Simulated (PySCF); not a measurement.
Spectrum to structure. Method: PySCF, TDDFT CAM-B3LYP/def2-SVPD, vertical, gas phase, core orbitals frozen in the response. Geometries: GFN2-xTB, one conformer each.

```json
{"state": "S1", "E (eV)": "5.36", "f": "0.0013", "main configurations (H = HOMO, L = LUMO)": "H→L (88%)"}
{"state": "S2", "E (eV)": "6.27", "f": "0.136", "main configurations (H = HOMO, L = LUMO)": "H-1→L (80%), H-3→L (11%)"}
{"state": "S3", "E (eV)": "6.49", "f": "0.010", "main configurations (H = HOMO, L = LUMO)": "H-3→L (70%), H-1→L (12%)"}
{"state": "S4", "E (eV)": "6.76", "f": "0.027", "main configurations (H = HOMO, L = LUMO)": "H-2→L+1 (33%), H-2→L (19%), H→L+1 (11%)"}
{"state": "S5", "E (eV)": "7.05", "f": "0.0023", "main configurations (H = HOMO, L = LUMO)": "H-2→L (75%)"}
{"state": "S6", "E (eV)": "7.08", "f": "0.0027", "main configurations (H = HOMO, L = LUMO)": "H→L+5 (38%), H→L+4 (21%), H→L+3 (14%)"}
{"state": "S7", "E (eV)": "7.18", "f": "0.0018", "main configurations (H = HOMO, L = LUMO)": "H-4→L+1 (51%), H-4→L+2 (17%), H-4→L (12%)"}
{"state": "S8", "E (eV)": "7.52", "f": "0.0059", "main configurations (H = HOMO, L = LUMO)": "H→L+1 (23%), H-2→L+2 (15%), H→L+2 (10%)"}
```

Triplets computed (Tamm–Dancoff): 4.09, 5.01, 6.09 eV.

Question: Which structure fits?
A. `ClC[SiH2]C1=C[C@@H]1Cl`
B. `Cc1cnn([SiH3])n1`
C. `Cl[SiH2]C1=C(Cl)CC1`
D. `Cc1ncnn1[SiH3]`

Answer: A. Its S1, at 5.36 eV, is the lowest among the candidates; the nearest of the others has S1 at 6.14 eV. S1 is HOMO→LUMO (88%). Löwdin shares by element: HOMO chlorine 47% or more, carbon 39% or more; LUMO carbon 61% or more, silicon 15%, hydrogen 5% or more (atoms not listed hold the other 19%). At the same level the other candidates give, for their lowest levels:
- `Cc1cnn([SiH3])n1`: 6.21 eV (f 0.000); 6.37 eV (f 0.235); 7.05 eV (f 0.004); 7.12 eV (f 0.012); 7.31 eV (f 0.023); T1 4.76 eV; HOMO -8.79, LUMO 0.81 eV
- `Cl[SiH2]C1=C(Cl)CC1`: 6.14 eV (f 0.340); 6.41 eV (f 0.000); 6.59 eV (f 0.000); 6.83 eV (f 0.008); 7.06 eV (f 0.000); T1 3.85 eV; HOMO -8.60, LUMO 0.38 eV
- `Cc1ncnn1[SiH3]`: 6.30 eV (f 0.005); 6.87 eV (f 0.005); 6.89 eV (f 0.139); 7.28 eV (f 0.054); 7.37 eV (f 0.000); T1 4.72 eV; HOMO -8.85, LUMO 0.85 eV

The values belong to the conformer `[Cl:1][CH2:2][SiH2:3][C:4]1=[CH:5][C@@H:6]1[Cl:7]`: Cl1–C2–Si3–C4 58°, C2–Si3–C4–C5 -32°.
